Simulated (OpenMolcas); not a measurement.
Mn4+ (d3) in a complex was computed by CASSCF with the d shell active (OpenMolcas, ANO-RCC-VDZP on the metal). Its lowest spin-free states, and all those of the highest spin:

```json
{"2S+1": "4", "Degeneracy": "1", "E (cm-1)": "0.0"}
{"2S+1": "4", "Degeneracy": "1", "E (cm-1)": "5258"}
{"2S+1": "4", "Degeneracy": "1", "E (cm-1)": "5773"}
{"2S+1": "4", "Degeneracy": "2", "E (cm-1)": "8313"}
{"2S+1": "4", "Degeneracy": "2", "E (cm-1)": "9314"}
{"2S+1": "2", "Degeneracy": "1", "E (cm-1)": "14198"}
{"2S+1": "2", "Degeneracy": "2", "E (cm-1)": "14946"}
{"2S+1": "2", "Degeneracy": "2", "E (cm-1)": "16152"}
{"2S+1": "2", "Degeneracy": "1", "E (cm-1)": "17843"}
{"2S+1": "2", "Degeneracy": "2", "E (cm-1)": "18560"}
{"2S+1": "2", "Degeneracy": "2", "E (cm-1)": "20853"}
{"2S+1": "2", "Degeneracy": "2", "E (cm-1)": "21260"}
{"2S+1": "4", "Degeneracy": "1", "E (cm-1)": "23005"}
{"2S+1": "4", "Degeneracy": "2", "E (cm-1)": "35863"}
```

Question: Is the site octahedral, tetrahedral or cube-like, axial, or of lower symmetry?

Answer: The states with 2S+1 = 4 have orbital degeneracies 1, 1, 1, 2, 2, 1, 2. There are pairs but no triples, so the site is axial: not cubic, but with a proper or improper axis of order three or more. The run had Mn4+ with 3 ligands (bromide) in trigonal planar coordination (D3h) at 2.25 Å. Ligand basis ANO-RCC-VDZP.

Without dynamic correlation the repulsion within the d shell is too large (B by tens of per cent), so at a given field states of lower spin stand too high. The least metal-like active orbital is 68 % on the metal (Löwdin) and no ligand orbital is active, so the numbers are rough. Ligand-to-metal charge-transfer states are missing. This ion would oxidise such ligands; the complex is a model and need not exist. With no ligand orbital active B as a rule stays too high, so bands that hang on it stand too high and its fall with covalency is understated. With metal d orbitals alone and no dynamic correlation the field as a rule comes out too small, by tens of per cent, by up to half for chloride and softer ligands. No measured value stands beside these numbers; the geometry is a model, was not optimised and need not be the one that this ion takes.
